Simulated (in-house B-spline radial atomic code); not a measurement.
The numbers below are computed, except where a source is named.
# C6 from the polarisability at imaginary frequency: the potassium ion K⁺

PBEsol linear response of the closed shell [Ne] 3s2 3p6, from an all-electron radial atomic-structure program (B-spline basis); scalar-relativistic (spin-free one-electron X2C), finite nucleus, no spin-orbit coupling.

The dispersion coefficient of two like species is C6 = (3/π) ∫ α(iu)² du from 0 to ∞.

```
u (hartree)  α(iu) (bohr³)
          0          5.725
     0.0849          5.679
      0.198          5.485
      0.339           5.08
      0.566          4.259
      0.849          3.277
       1.27          2.206
       1.98          1.234
       2.83         0.7162
       4.24         0.3723
       7.07          0.161
       14.1        0.05272
```

**Question.** Fit one oscillator, α(iu) = α(0)/(1 + u²/ω²), through u = 1.98 and estimate C6.

**Answer.** From α(0)/α(iu) − 1 = 5.725/1.234 − 1 = 3.6394, ω = u/√3.6394 = 1.0379 hartree (28.2 eV). London's formula gives C6 = (3/4) α(0)² ω = 0.75 × 5.725² × 1.0379 = 25.51 hartree·bohr⁶, and the oscillator holds f = α(0) ω² = 6.17 electrons, of a sum of oscillator strengths of 17.9.

**Question.** How does that compare with the full integral?

**Answer.** The program's quadrature over all excitations gives C6 = 24.62, so the single oscillator is off by +3.6 %. At the last point the fit gives α = 0.0309 against 0.0527: higher excitations, and deeper shells where there are any, keep the true curve higher at large u.
